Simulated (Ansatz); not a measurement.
CH$_{3}$FO$_{2}$SW (`C[O][W](=[O])([F])=[S]`) at its PBE0-D4/def2-TZVP geometry, where that method's forces vanish. Total charge 0; spin multiplicity 1. W: def2 effective core potential.

```xyz
9

C     0.1633   -1.5311   -0.4244
O     0.5443   -0.1804   -0.2842
W    -0.0163    1.4593    0.3240
O    -0.2222    2.4880   -1.0097
F     1.2147    2.1923    1.5060
S    -1.9050    1.2015    1.2772
H    -0.6906   -1.7498    0.2207
H     1.0109   -2.1582   -0.1429
H    -0.0992   -1.7215   -1.4666
```

**Question.** What forces (eV/Å) does ωB97M-V/def2-TZVPP give on these atoms in Ansatz 0.2.0? (Best estimate.)

**Answer.** Ansatz gave: 
```
C1  -0.068 -0.404 -0.047
O2   0.102  0.300  0.040
W3  -0.308  0.238 -0.257
O4   0.081 -0.222  0.298
F5   0.034 -0.012  0.006
S6   0.161  0.006 -0.060
H7   0.071  0.027 -0.057
H8  -0.095  0.051 -0.030
H9   0.022  0.015  0.105
```
